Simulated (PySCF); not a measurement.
Caution: the restricted solution is unstable towards spin-unrestricted or complex orbitals, so a lower solution exists and this singlet may not be the ground state. This singlet lies 0.38 eV below the relaxed triplet at the level PBE-D3(BJ)/def2-TZVP // PBE-D3(BJ)/def2-SVP (PySCF).

## [Ni(H2O)4(NH3)2]2+ (charge 2, multiplicity 1)

All values below come from TPSSh-D3(BJ)/def2-TZVP // PBE-D3(BJ)/def2-SVP (PySCF).

The HOMO is -14.32 eV, the HOMO–LUMO gap comes out as 3.18 eV and the LUMO comes out as -11.14 eV. The charge on the central atom (Mulliken) is 0.45 e, the charge on the central atom (meta-Löwdin) comes out as 0.89 e and the total energy is -1926.9391 Ha. The cost comes out as around 40 core-minutes (rough).

```xyz
21

Ni     0.0305     0.0406    -0.1959
O      0.8023     0.2865     1.5294
H      0.3895    -0.2359     2.2490
H      1.8130     0.2674     1.6548
O      3.3974     0.2170     1.4050
H      3.8937     1.0553     1.5263
H      3.9443    -0.4615     1.8566
O     -3.6301     0.0402    -0.9195
H     -4.2494     0.7553    -1.1810
H     -4.2029    -0.7454    -0.7835
O     -1.6199     0.3972     0.6879
H     -2.5047     0.3191     0.1892
H     -1.6371     1.2155     1.2275
N      1.7387    -0.3790    -0.9585
H      2.5122    -0.1912    -0.2797
H      1.9725     0.1560    -1.8128
H      1.8258    -1.3786    -1.2161
N     -0.8503    -0.1070    -1.8926
H     -0.6082    -0.9547    -2.4341
H     -0.6492     0.6955    -2.5158
H     -1.8899    -0.1250    -1.7778
```
Charge +2, spin multiplicity 1.
